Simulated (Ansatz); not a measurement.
Reactions of CH6O2SiSn (`O[CH]1[SiH2][SnH]1[OH]`).

Computed with Ansatz on PBE0-D4/def2-TZVP structures; ΔE is electronic, products minus reactants. CCSD(T)/CBS is the MP2 limit (def2-TZVPP, def2-QZVPP) plus CCSD(T) − MP2 in def2-TZVPP, frozen cores. This one scheme is used for every species, atoms too. Functionals use def2-TZVPP. No spin–orbit coupling; open shells (•) take unrestricted orbitals. Spin–orbit coupling would lower the free atoms: a little for C, O, Si; strongly for Sn. def2 core potentials past Kr. For Sn outer-core shells are correlated without core-valence functions, so the limit isn't a true one: a few kJ/mol of doubt a bond, and 10 to 20 or more in all where bonds break to atoms. One conformer a species, not always the lowest.

```json
{"reaction": "`O[C@H]1[SiH2][Sn@H]1[OH]` → C• + 6 H• + 2 O• + Si• + Sn•", "CCSD(T)/CBS(def2) (kJ/mol)": "3517"}
{"reaction": "`O[C@H]1[SiH2][Sn@H]1[OH]` → `O[Si]1([SnH3])CO1`", "CCSD(T)/CBS(def2) (kJ/mol)": "-196"}
{"reaction": "`O[C@H]1[SiH2][Sn@H]1[OH]` → `O[SiH]1O[CH2][SnH2]1`", "CCSD(T)/CBS(def2) (kJ/mol)": "?"}
{"reaction": "`O[C@H]1[SiH2][Sn@H]1[OH]` → `O=C[SiH](O)[SnH3]`", "CCSD(T)/CBS(def2) (kJ/mol)": "-141"}
```

Problem. Fill in the missing values. (An estimate is asked.)

Solution. The calculation gave: `O[C@H]1[SiH2][Sn@H]1[OH]` → `O[SiH]1O[CH2][SnH2]1`: -265.1 kJ/mol.

Largest T1 diagnostic: 0.015, for `O=C[SiH](O)[SnH3]`.
